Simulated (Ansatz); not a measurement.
Species: GeH, net charge 1, singlet state. 
Structure (B3LYP-D3(BJ)/def2-TZVP (Ansatz, a program for electronic structure) minimum search):
```
Ge
H 1 1.5926
```
Charge +1, spin multiplicity 1.

Basis-set convergence of Hartree-Fock and CCSD(T) correlation energies (hartree) with Ansatz. Correlated levels leave the core frozen unless marked. Spin-orbit coupling is left out. Frozen are the shells of the preceding noble gas and the d and f shells that filled before the atom's block. No relativistic terms.

```json
[
 {"basis": "def2-SVP", "functions": "37", "E(HF)": "-2075.36177", "E(corr, CCSD(T))": "-0.07696"},
 {"basis": "def2-TZVPP", "functions": "62", "E(HF)": "-2075.62634", "E(corr, CCSD(T))": "-0.08625"},
 {"basis": "def2-QZVPP", "functions": "119", "E(HF)": "-2075.66863", "E(corr, CCSD(T))": "-0.08913"}
]
```

Extrapolating the two largest sets (X = 3 and 4) as X^-3: E(corr) = (64·(-0.08913) - 27·(-0.08625))/37 = -0.0912 Eh, an estimate of the basis-set limit. The largest set recovers 97.7 % of it, the smallest 84.4 %.
